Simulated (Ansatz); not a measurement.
Species: BeCl, net charge 1, singlet state. 
Structure (B3LYP-D3(BJ)/def2-TZVP (Ansatz, a program for electronic structure) minimum search):
```xyz
2

Be     0.0000     0.0000    -1.3984
Cl     0.0000     0.0000     0.3290
```
Charge +1, spin multiplicity 1.

Total electronic energies in hartree. Cores are frozen in the correlated levels unless marked. No spin-orbit coupling. No relativistic terms. Basis-set limits of correlation are two-point, X^-3; Hartree-Fock from the larger set.

```json
[
 {"level": "HF/def2-QZVPP", "program": "Ansatz", "energy (Eh)": "-473.88142"},
 {"level": "BLYP-D4/def2-TZVPD", "program": "Ansatz + dftd4", "energy (Eh)": "-474.64410"},
 {"level": "revPBE-D4/def2-TZVPD", "program": "Ansatz + dftd4", "energy (Eh)": "-474.56236"},
 {"level": "PBE0/def2-QZVPP", "program": "Ansatz", "energy (Eh)": "-474.48403"},
 {"level": "r2SCAN0/def2-TZVPD", "program": "Ansatz", "energy (Eh)": "-474.60169"},
 {"level": "CAM-B3LYP/def2-TZVPD", "program": "Ansatz", "energy (Eh)": "-474.64112"},
 {"level": "RI-MP2/def2-QZVPPD", "program": "Ansatz", "energy (Eh)": "-474.11075"},
 {"level": "CCSD/def2-QZVPP", "program": "Ansatz", "energy (Eh)": "-474.12643"},
 {"level": "CCSD(T)/CBS(def2-TZVPPD,def2-QZVPPD)", "program": "Ansatz", "energy (Eh)": "-474.1548"}
]
```

Totals of different functionals don't rank their quality; only differences between species are comparable.
